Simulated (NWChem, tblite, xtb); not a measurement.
## CH4BI (SMILES CBI): the dipole moment, rung by rung

The species is CH4BI (7 atoms), meant as a singlet with charge 0. SMILES: `CBI`. Geometry: relaxed at PBE0-D4/def2-TZVP.

Each level gives the dipole moment (D). The values are calculated.

```
                          level            kind  program  value (D)   CPU time
                       GFN2-xTB  semi-empirical   tblite       4.33  under 2 s
                       GFN1-xTB  semi-empirical   tblite       0.78  under 2 s
                       GFN0-xTB  semi-empirical      xtb       3.71  under 2 s
                      IPEA1-xTB  semi-empirical   tblite       1.05  under 2 s
                      HF/STO-3G    Hartree–Fock   NWChem       1.91      4.3 s
                       HF/3-21G    Hartree–Fock   NWChem       1.89      4.7 s
   HF/def2-SVP (core potential)    Hartree–Fock   NWChem       1.82      9.4 s
                      PBE/3-21G             GGA   NWChem       1.38       12 s
B3LYP/def2-SVP (core potential)   global hybrid   NWChem       1.43       20 s
 PBE0/def2-SVP (core potential)   global hybrid   NWChem       1.52       20 s
```

All-electron rows without a relativistic Hamiltonian named are non-relativistic, while core potentials hold scalar relativity, so basis and relativity change together. The values span 0.78 to 4.33 D. Magnitudes only. Sets without polarisation functions give poor dipoles. CPU times are rough (shared hosts, several kinds of processor and program).
